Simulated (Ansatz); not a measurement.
Ideal-gas functions of ClFGeH4OSi, SMILES `F[SiH](Cl)[O][GeH3]` at 600 K and 1 bar, from an Ansatz frequency run at PBE0-D4/def2-TZVP.

Molar mass 175.18 g/mol, point group C1 (symmetry number 1), electronic degeneracy 1, moments of inertia 155.63, 498.353, 595.282 u Å². Harmonic wavenumbers (cm⁻¹, unscaled): 32, 37, 66, 239, 275, 378, 488, 576, 642, 650, 824, 835, 862, 871, 873, 914, 1092, 2178, 2187, 2197, 2320.

Use S(trans) = R[1.5 ln M + 2.5 ln T − 1.1517]; rotational temperatures θ = 24.2544 K / I; S(rot) = R[ln(√π/σ · √(T³/θAθBθC)) + 1.5]; for each mode x = 1.438777 ν̃/T, S = R[x/(eˣ − 1) − ln(1 − e⁻ˣ)] and H = RT x/(eˣ − 1); 1 cm⁻¹ = 0.0119627 kJ/mol; R = 8.31446 J/(mol·K).

By hand: the entropy, in J/(mol·K).

Translation 187.8. Rotation: θ = 0.1558, 0.0487, 0.0407 K, giving 130.6. Vibration, mode by mode: 29.66, 28.46, 23.65, 13.06, 11.93, 9.41, 7.47, 6.26, 5.50, 5.42, 3.88, 3.80, 3.62, 3.55, 3.54, 3.28, 2.34, 0.28, 0.28, 0.27, 0.21, in all 165.9. Electronic 0.0. Sum 484.3 J/(mol·K).

By hand: H − E and G − E in kJ/mol, counted from the electronic energy.

Zero-point energy ½ × 18536 × 0.0119627 = 110.9; thermal vibration 44.1; translation, rotation and pV give 4 RT = 20.0. H − E = 175.0 kJ/mol, and G − E = 175.0 − 600 × 484.3/1000 = -115.6 kJ/mol.

Vibration gives 34 % of the entropy, 81.8 J/(mol·K) of it from the modes under 150 cm⁻¹: soft modes count most, and the harmonic formula is weakest for them. The sum counts one conformer and one mirror image; others add a mixing term.
